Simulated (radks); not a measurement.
Question: The table gives one normalised radial function P(r) = r R(r) of Rb2+ in [Ar] 3d10 4s2 4p4.75 5p0.25 (r in bohr). All-electron calculation, scalar-relativistic Kohn-Sham, PBE, spin-polarised, spherical densities, finite nucleus; open shells are filled with parallel spins first (spin-orbit coupling, left out, can overturn this in heavy ions); Fermi nuclear charge, rms radius 4.2036 fm. Program: a radial shooting solver on a logarithmic mesh with Libxc functionals.

| r | P |
|---|---|
| 0.002115 | 0.0011 |
| 0.002843 | 0.0018 |
| 0.003793 | 0.0031 |
| 0.005099 | 0.0052 |
| 0.006801 | 0.0088 |
| 0.009143 | 0.0149 |
| 0.01229 | 0.0250 |
| 0.0164 | 0.0405 |
| 0.02204 | 0.0650 |
| 0.0294 | 0.0995 |
| 0.03953 | 0.1468 |
| 0.05315 | 0.2021 |
| 0.07088 | 0.2504 |
| 0.0953 | 0.2674 |
| 0.1271 | 0.2160 |
| 0.1709 | 0.0654 |
| 0.2298 | -0.1651 |
| 0.3064 | -0.3723 |
| 0.412 | -0.4180 |
| 0.5495 | -0.2029 |
| 0.7388 | 0.2293 |
| 0.9933 | 0.6656 |
| 1.325 | 0.8738 |
| 1.781 | 0.7734 |
| 2.376 | 0.4844 |
| 3.194 | 0.2044 |
| 4.294 | 0.0532 |
| 5.727 | 0.0078 |
| 7.7 | 0.0005 |
| 10.27 | 0.0000 |
| 13.81 | 0.0000 |

Which n and l does it have? It may be an empty orbital.

Answer: n = 4, l = 1: the number of nodes gives n - l - 1 = 2, the rise at small r (about r^(l+1), flatter next to the nucleus through relativity) gives l, and the extent must fit the shell. The curve is that of 4p down; the table hardly tells the two spins apart. 4p down: eigenvalue -34.516 eV, 2 radial nodes at r = 0.187, 0.638 bohr, <r> = 1.63 bohr, 90 % of the charge inside 2.43 bohr.
